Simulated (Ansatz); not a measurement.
Method: frozen-core CCSD(T)/cc-pVTZ // PBE-D3(BJ)/def2-TZVP in Ansatz (a quantum-chemistry and plane-wave program). The restricted HF reference is unstable towards unrestricted orbitals.

Ansatz 0.2 input:
```yaml
crystal:
  periodic: [false, false, false]
  atoms:
    - { symbol: S, position_ang: [-2.526939, 0.808437, -1.06364] }
    - { symbol: C, position_ang: [-1.557483, 0.067887, -0.0029] }
    - { symbol: C, position_ang: [-0.236833, -0.580173, -0.338989] }
    - { symbol: C, position_ang: [0.855059, -0.057326, 0.581253] }
    - { symbol: S, position_ang: [0.880514, -0.345378, 2.192194] }
    - { symbol: S, position_ang: [1.994206, 0.927509, -0.306225] }
    - { symbol: H, position_ang: [-1.815943, 0.00059, 1.064415] }
    - { symbol: H, position_ang: [-0.005099, -0.426709, -1.401851] }
    - { symbol: H, position_ang: [-0.337219, -1.662197, -0.146869] }
    - { symbol: H, position_ang: [2.749743, 1.267364, 0.767882] }
basis:
  gaussian: { orbitals: cc-pVTZ }
correlation:
  method: ccsd_t
```

Output:

```
Functional definition: HF
1429 factors; integrals over basis functions are off by at most 1.1e-3 eV
mean field evaluation 1: about -35604.6324 eV, gradient 2.6e1 eV
mean field evaluation 2: about -35605.0423 eV, gradient 2.7e1 eV
mean field evaluation 4: about -35607.7441 eV, gradient 5.6e0 eV
mean field evaluation 8: about -35607.8691 eV, gradient 5.0e-1 eV
mean field evaluation 16: about -35607.8717 eV, gradient 7.8e-6 eV
mean field evaluation 32: about -35596.9070 eV, gradient 2.0e1 eV
mean field evaluation 64: about -35589.6458 eV, gradient 1.9e1 eV
mean field evaluation 96: about -35600.4784 eV, gradient 3.8e-2 eV
mean field -35607.87165255 eV, -1308.5651473488 hartree, gradient 7.8e-6 eV, S^2 0.000000; 2 other end points of the search recorded, 0 dependent functions left out; unrestricted orbitals would lower it
18 core orbitals not correlated
reference -35607.87165255 eV, -1308.5651473488 hartree; 17, 17 occupied and 213, 213 virtual orbitals, 1429 factors
second order -27.34215654 eV of doubles, -0.00000000 eV of singles
cycle   1  -27.67911282 eV  change   -3.4e-1 eV  update   1.5e-1
cycle   2  -28.51178714 eV  change   -8.3e-1 eV  update   4.9e-2
cycle   3  -28.73625094 eV  change   -2.2e-1 eV  update   2.8e-2
cycle   4  -28.72368536 eV  change    1.3e-2 eV  update   9.2e-3
cycle   5  -28.71916001 eV  change    4.5e-3 eV  update   5.0e-3
cycle   6  -28.72010159 eV  change   -9.4e-4 eV  update   1.8e-3
cycle   7  -28.71995761 eV  change    1.4e-4 eV  update   7.1e-4
cycle   8  -28.71986923 eV  change    8.8e-5 eV  update   3.0e-4
cycle   9  -28.72004787 eV  change   -1.8e-4 eV  update   1.5e-4
cycle  10  -28.72012338 eV  change   -7.6e-5 eV  update   8.3e-5
cycle  11  -28.72004967 eV  change    7.4e-5 eV  update   4.5e-5
cycle  12  -28.72007548 eV  change   -2.6e-5 eV  update   2.7e-5
perturbative correction -1.59855294 eV, -0.0587457369 hartree
Total energy: -35638.19028096 eV, -1309.6793363923 hartree
```

Cost: very roughly 9 core-minutes.
